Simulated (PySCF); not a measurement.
Estimate the missing entries of this data sheet.

Ethylboronic acid, C₂H₇BO₂.
Z-matrix (Å and degrees, PBE0-D3(BJ)/def2-SVP geometry), rows numbered from 1:
```
C 
C   1  1.5250
B   2  1.5803  1  114.56
O   3  1.3603  2  119.10  1   -32.33
O   3  1.3690  2  123.63  1   149.14
H   1  1.1002  2  110.88  3    55.31
H   1  1.1013  2  112.19  3   176.07
H   1  1.1016  2  111.33  3   -63.52
H   2  1.1077  1  109.49  3  -119.04
H   2  1.1050  1  110.57  3   125.81
H   4  0.9638  3  111.22  2  -178.20
H   5  0.9608  3  112.69  2    -1.95
```

```tsv
property	level	value
point group	PBE0-D3(BJ)/def2-SVP	C1
rotational constants A, B, C	PBE0-D3(BJ)/def2-SVP	?
dipole moment	wB97X-D/def2-SVPD	?
HOMO energy	wB97X-D/def2-SVPD	?
LUMO energy	wB97X-D/def2-SVPD	1.49 eV
lowest singlet excitation	TDDFT wB97X-D/def2-SVPD	?
strongest line among the 10 lowest singlet transitions	TDDFT wB97X-D/def2-SVPD	?
lowest triplet excitation (Tamm–Dancoff)	TDA wB97X-D/def2-SVPD	7.87 eV
static isotropic polarisability	wB97X-D/def2-SVPD	47.5 au
vertical ionisation energy	ΔSCF wB97X-D/def2-SVPD	11.05 eV
electronic spatial extent ⟨r²⟩ about the centre of nuclear charge	wB97X-D/def2-SVPD	490 bohr²
13C chemical shifts (computed TMS as zero) by class	GIAO PBE0/pcSseg-1	10.1 (C1), 9.8 (C2) ppm
1H chemical shifts (computed TMS as zero) by class	GIAO PBE0/pcSseg-1	3.57 (H11/H12), 1.03 (H6/H7/H8), 0.48 (H9/H10) ppm
isotropic shieldings of nuclei other than C and H, by class	GIAO PBE0/pcSseg-1	69 (B3), 210 (O4/O5) ppm
largest of the computed one-bond spin–spin couplings (means over like bonds)	B3LYP/pcJ-1, spin–dipole term left out for some pairs	13C–1H +133.3 (C1–H6 and 2 like it), 13C–1H +119.6 (C2–H9 and 1 like it), 17O–1H -81.8 (O4–H11 and 1 like it), 13C–11B +71.0 (C2–B3), 13C–13C +35.2 (C1–C2), 17O–11B -6.8 (O4–B3 and 1 like it) Hz
core binding energies	ΔSCF SCAN, pcX-2 on the ionised atom, pcseg-1 elsewhere, spin-free X2C	B1s 197.2 (B3), C1s 290.2 (C2), C1s 290.5 (C1), O1s 538.9 (O4/O5) eV
```

The electronic properties come from PySCF, for the isolated species, density fitting. One conformer (not necessarily the lowest) at the PBE0-D3(BJ)/def2-SVP geometry, without solvent or vibrations. NMR classes are plain means over equivalent atoms (diastereotopic ones count apart unless rotation or inversion swaps them), as if these changed places fast; in this geometry the members of some classes differ.

The HOMO energy?

-10.60 eV.

What is the strongest line among the 10 lowest singlet transitions?

S7 at 9.54 eV (130 nm, f = 0.071).

What is the lowest singlet excitation?

8.08 eV (153 nm, f = 0.024).

What is the dipole moment?

1.43 D.

The rotational constants A, B, C?

8.501, 3.480, 2.619 GHz.

The polarisability is 7.04 Å³ as a volume (1 au = 0.148185 Å³), or 1.19 au for each of the 40 electrons. In wavenumbers S1 is 65200 cm⁻¹ (1 eV = 8065.54 cm⁻¹). The principal polarisabilities are 40.6, 49.1 and 52.7 au; their mean is the isotropic value. The vertical singlet–triplet gap S1 − T1 is 0.21 eV (TDDFT singlet less Tamm–Dancoff triplet; S1: HOMO→LUMO, weight 0.87; T1: HOMO→LUMO, weight 0.51).
